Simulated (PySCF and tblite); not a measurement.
C₆H₅NO, numbered as in [O:1]=[CH:2][c:3]1[cH:4][cH:5][cH:6][n:7][cH:8]1. Search: ETKDG and KDG, MMFF94s, GFN2-xTB, 90 starts; geometries at PBE0-D3(BJ)/def2-SVP. Weights use PBE0-D3(BJ)/def2-TZVP (IEF-PCM, chloroform) energies plus GFN2-xTB zero-point and thermal terms (modes under about 100 cm⁻¹ blended into free rotors). Symmetry numbers and mirror images are counted. Conformers within 3 kcal/mol (GFN2-xTB free energy) were kept, 8 at most. GIAO shieldings: PBE0/pcSseg-1 (IEF-PCM, chloroform). Couplings: B3LYP/pcSseg-1 with pcJ-1 on H (gas phase; spin-dipole term only for pairs with B, N, F, Si or P). Shifts are against TMS (¹H), TMS (¹³C), NH3 (¹⁵N) at the same level. Run with PySCF (density fitting) and tblite.

Torsions listed: O1–C2–C3–C4.

Two conformers hold nearly all the population. I: 180°; δ(C4) = 148.50 ppm. II: 0°; δ(C4) = 141.93 ppm. The average over the ensemble at 298.15 K is 144.01 ppm.

Question: What populations and free-energy difference follow from a two-state model?

Answer: p(I) = (144.01 − 141.93)/(148.50 − 141.93) = 0.32, so K = p(II)/p(I) = 2.16 and G(II) − G(I) = −RT ln K = -0.46 kcal/mol. The weights computed directly are 31.6 % and 68.4 %.


¹⁵N shifts are against a computed isolated NH3 molecule, about 20 ppm from the liquid.